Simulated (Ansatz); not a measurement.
`CBN` and `CB(N)[SiH2]Cl` differ in one atom or group.

Ansatz, PBE0-D4/def2-TZVP geometries, multiplicity 1. Each molecule was computed in one conformer, which needn't be the lowest.

| property | `CBN` |
| --- | --- |
| HOMO–LUMO gap (B3LYP/def2-TZVPP) / eV | 8.65 |
| HOMO–LUMO gap (PBE/def2-TZVPP) / eV | 6.77 |
| size of the dipole moment (PBE/def2-TZVPP) / D | 1.62 |
| size of the dipole moment (ωB97M-V/def2-TZVPP) / D | 1.57 |
| HOMO–LUMO gap (ωB97M-V/def2-TZVPP) / eV | 13.02 |
| size of the dipole moment (B3LYP/def2-TZVPP) / D | 1.56 |

(1) Give the same properties after the change, and the shifts. (Estimate.)

Results:

(1) The calculation gave: 
| property | `CB(N)[SiH2]Cl` | shift |
| --- | --- | --- |
| HOMO–LUMO gap (B3LYP/def2-TZVPP) / eV | 6.60 | -2.05 |
| HOMO–LUMO gap (PBE/def2-TZVPP) / eV | 4.82 | -1.95 |
| size of the dipole moment (PBE/def2-TZVPP) / D | 3.43 | 1.81 |
| size of the dipole moment (ωB97M-V/def2-TZVPP) / D | 3.45 | 1.88 |
| HOMO–LUMO gap (ωB97M-V/def2-TZVPP) / eV | 11.01 | -2.01 |
| size of the dipole moment (B3LYP/def2-TZVPP) / D | 3.43 | 1.87 |

With PBE0 the HOMO rises by 0.68 eV and the LUMO falls by 1.49 eV, so the gap narrows by about 2.17 eV. PBE moves the HOMO by 0.55 eV and ωB97M-V by 0.96 eV. Dipoles are sizes alone; their direction can turn.

B3LYP here is the variant with VWN-RPA as its local correlation; programs differ in this.
